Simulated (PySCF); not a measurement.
Fill in the blanks.

C₈H₉FO.
Atom-mapped SMILES: `[CH3:1][C:2]1([c:3]2[c:4]([F:5])[c:6]2=[O:7])[CH2:8][CH2:9][CH2:10]1` (hydrogens: H11, H12, H13 on C1; H14, H15 on C8; H16, H17 on C9; H18, H19 on C10)

Conformer (atom-mapped SMILES and torsion angles): `[CH3:1][C:2]1([c:3]2[c:4]([F:5])[c:6]2=[O:7])[CH2:8][CH2:9][CH2:10]1`: C1–C2–C3–C4 -2°.

```csv
property,level,value
"rotational constants A, B, C",PBE0-D3(BJ)/def2-SVP,"2.065, 0.954, 0.730 GHz"
dipole moment,wB97X-D/def2-SVPD,4.53 D
HOMO energy,wB97X-D/def2-SVPD,-9.11 eV
LUMO energy,wB97X-D/def2-SVPD,?
lowest singlet excitation,TDDFT wB97X-D/def2-SVPD,"5.26 eV (236 nm, f = 0.001)"
strongest line among the 10 lowest singlet transitions,TDDFT wB97X-D/def2-SVPD,?
lowest triplet excitation (Tamm–Dancoff),TDA wB97X-D/def2-SVPD,?
static isotropic polarisability,wB97X-D/def2-SVPD,?
vertical ionisation energy,ΔSCF wB97X-D/def2-SVPD,?
electronic spatial extent ⟨r²⟩ about the centre of nuclear charge,wB97X-D/def2-SVPD,?
13C chemical shifts (computed TMS as zero) by class,GIAO PBE0/pcSseg-1,?
1H chemical shifts (computed TMS as zero) by class,GIAO PBE0/pcSseg-1,"2.66 (H15/H18), 2.09 (H16), 1.91 (H17), 1.64 (H14/H19), 1.51 (H11/H12/H13) ppm"
"isotropic shieldings of nuclei other than C and H, by class",GIAO PBE0/pcSseg-1,"38 (O7), 256 (F5) ppm"
```

The electronic properties come from PySCF, for the isolated species, density fitting. One conformer (not necessarily the lowest) at the PBE0-D3(BJ)/def2-SVP geometry, without solvent or vibrations. NMR classes are plain means over equivalent atoms (diastereotopic ones count apart unless rotation or inversion swaps them), as if these changed places fast; in this geometry the members of some classes differ.

Q: The static isotropic polarisability?

A: 91.7 au.

Q: Give the vertical ionisation energy.

A: 9.42 eV.

Q: Give the strongest line among the 10 lowest singlet transitions.

A: S4 at 6.91 eV (179 nm, f = 0.238).

Q: The lowest triplet excitation (Tamm–Dancoff)?

A: 4.83 eV.

Q: The electronic spatial extent ⟨r²⟩ about the centre of nuclear charge?

A: 1565 bohr².

Q: Give the LUMO energy.

A: 1.23 eV.

Q: The 13C chemical shifts (computed TMS as zero) by class?

A: 155.7 (C3), 154.4 (C4), 144.4 (C6), 34.9 (C2), 32.8 (C8/C10), 24.4 (C1), 17.6 (C9) ppm.

With B = h/(8π²I), that is 505.379 GHz u Å² over I, the principal moments of inertia are 244.7, 529.6 and 692.1 u Å² (most abundant isotopes). In atomic units the dipole is 1.78 e·bohr (1 au = 2.5417 D). No computed singlet falls in the visible range (750 to 380 nm, 1.65 to 3.26 eV); S1 lies 2.00 eV above its blue end. The rotational constants make it an asymmetric top with κ = (2B − A − C)/(A − C) = -0.66, nearer the prolate limit (−1). The principal polarisabilities are 73.7, 95.9 and 105.6 au; their mean is the isotropic value. The vertical singlet–triplet gap S1 − T1 is 0.43 eV (TDDFT singlet less Tamm–Dancoff triplet; S1: HOMO→LUMO, weight 0.91; T1: HOMO→LUMO, weight 0.92).

For the NMR shielding job (PBE0/pcSseg-1), on Arm Neoverse N1, one thread (shared host), this took 65 s of wall time.
